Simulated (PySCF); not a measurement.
A structure optimised at PBE-D3(BJ)/def2-SVP, used in a PySCF frequency run:

```
O
B 1 1.3590
O 2 1.3477 1 123.56
C 1 1.4193 2 123.04 3 180.00
H 4 1.1099 1 109.41 2 120.76
H 4 1.1099 5 108.28 1 -119.17
H 4 1.1104 5 108.95 6 -118.37
C 3 1.4327 2 122.59 1 0.00
H 8 1.1089 3 111.56 2 0.00
H 8 1.1091 9 109.42 3 120.67
H 8 1.1091 9 109.42 10 118.65
```
Charge 0, spin multiplicity 2.

Question: Write its SMILES, formula and point group.

Answer: CO[B]OC, C₂H₆BO₂, Cs

Question: What are its rotational constants (standard atomic weights)?

Answer: 18.428, 2.6587, 2.3953 GHz
